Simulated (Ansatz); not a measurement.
Species: CH₅Al, charge 0, singlet. CH5Al (SMILES [CH3][AlH2]).
B3LYP-D3(BJ)/def2-TZVP minimum from Ansatz (a first-principles code):
```
C
H 1 1.0916
H 1 1.0935 2 108.37
H 1 1.0962 2 107.24 3 114.28
Al 1 1.9548 2 113.11 4 121.26
H 5 1.5843 1 121.15 2 -15.58
H 5 1.5845 6 118.84 1 179.07
```
Charge 0, spin multiplicity 1.

Total energies in cc-pV(T+d)Z, 12 correlated electrons, 6 frozen orbitals. UHF or UKS for unpaired electrons; spin-orbit terms are left out. Correlated methods leave the cores frozen. No relativity.

```json
[
 {"method": "HF", "program": "Ansatz", "energy (Eh)": "-282.70823", "minus CCSDT(Q) (mEh)": "313.53"},
 {"method": "MP2", "program": "Ansatz", "energy (Eh)": "-282.97868", "minus CCSDT(Q) (mEh)": "43.08"},
 {"method": "CCSD", "program": "Ansatz", "energy (Eh)": "-283.01143", "minus CCSDT(Q) (mEh)": "10.33"},
 {"method": "CCSD(T)", "program": "Ansatz", "energy (Eh)": "-283.02074", "minus CCSDT(Q) (mEh)": "1.03"},
 {"method": "CCSDT(Q)", "program": "Ansatz", "energy (Eh)": "-283.02177", "minus CCSDT(Q) (mEh)": "0.00"}
]
```

Rough core times of Ansatz's runs on a shared machine: CCSD(T) under 20 s, CCSDT(Q) 50 min.
